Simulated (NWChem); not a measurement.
System: Cl₂ anion, doublet

NWChem input:

```
start job
memory heap 200 mb stack 900 mb global 1100 mb
charge -1
geometry units angstroms noautosym nocenter noautoz
  Cl     0.000000     0.000000    -1.360302
  Cl     0.000000     0.000000     1.360302
end
basis spherical
  * library def2-tzvpd
end
dft
  odft
  mult 2
  xc b3lyp
  iterations 150
end
cosmo
  do_cosmo_smd true
  solvent water
end
task dft energy
```

Coordinates come from a B3LYP/def2-SVPD, spin-unrestricted optimisation. No stability test was run on the SCF state. Solvent: water.

Solvent water, SMD (1 M gas to 1 M solution), gas-phase geometry. Reactions with the solvent are ignored.

Task: Give the results of this calculation. (B3LYP/def2-TZVPD, spin-unrestricted, SMD on the gas-phase geometry.) Quantities: basis functions; solvation free energy (kcal/mol); cavity-dispersion-structure term (kcal/mol).

Result: 
```yaml
number_of_basis_functions: 92
solvation free energy (kcal/mol): -54.6
cavity-dispersion-structure term (kcal/mol): 0.9
```
